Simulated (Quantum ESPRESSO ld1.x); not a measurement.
The numbers below are computed, except where a source is named.
Problem. The rubidium ion Rb20+, configuration [Ne] 3s2 3p5. Code: ld1.x of Quantum ESPRESSO 7.5. Model: scalar-relativistic Kohn-Sham, LDA (Slater exchange, Perdew-Wang correlation), spin-polarised, spherical densities, point nucleus; open shells are filled with parallel spins first. Some entries of the table are withheld. Estimate them.

orbital,occ.,eigenvalue (hartree),r(max) (bohr)
1s up,1,-581.377,0.026
1s down,1,-581.326,0.026
2s up,1,-103.089,0.150
2s down,1,-103.043,0.150
2p up,3,-94.9507,0.120
2p down,3,-94.8946,0.120
3s up,1,-35.3246,0.420
3s down,1,-35.1939,0.420
3p up,3,-32.7111,0.407
3p down,2,-32.5792,0.407
3d up,0,-28.9332,(1)
3d down,0,-28.8135,(2)
4s up,0,(3),0.877
4s down,0,(4),0.877
4p up,0,-16.2606,(5)
4p down,0,-16.2187,(6)

Solution. 
(1) 3d up r(max) (bohr): 0.333
(2) 3d down r(max) (bohr): 0.333
(3) 4s up eigenvalue (hartree): -17.2872
(4) 4s down eigenvalue (hartree): -17.2443
(5) 4p up r(max) (bohr): 0.884
(6) 4p down r(max) (bohr): 0.884
